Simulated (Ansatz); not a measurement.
Basis-set extrapolation for `C[SiH2]O[SiH2]F` (PBE0-D4/def2-TZVP geometry, frozen core, the Gaussian-basis code of Ansatz). Multiplicity 1, RHF reference.

```tsv
	def2-TZVPP	def2-QZVPP
HF	-794.416805	-794.446808
MP2 correlation	-0.905853	-0.979851
CCSD(T) correlation	-0.982089	not run
```

Energies in hartree. Use E(X) = E(∞) + A·exp(−7.88·√X) for Hartree–Fock and E(X) = E(∞) + B·X^(−2.97) for correlation, with X = 3 and 4, and add CCSD(T) minus MP2 of the smaller set to the MP2 limit.

**Question.** What is the CCSD(T) energy at the basis-set limit?

**Answer.** HF limit: -794.446808 + (-0.030003) × 0.13774 = -794.45094. MP2 limit: -0.979851 + (-0.073998) × 0.74074 = -1.03466. Higher-order term: -0.982089 − (-0.905853) = -0.07624. Total: -795.56184 hartree, 4.43 eV below CCSD(T)/def2-TZVPP.
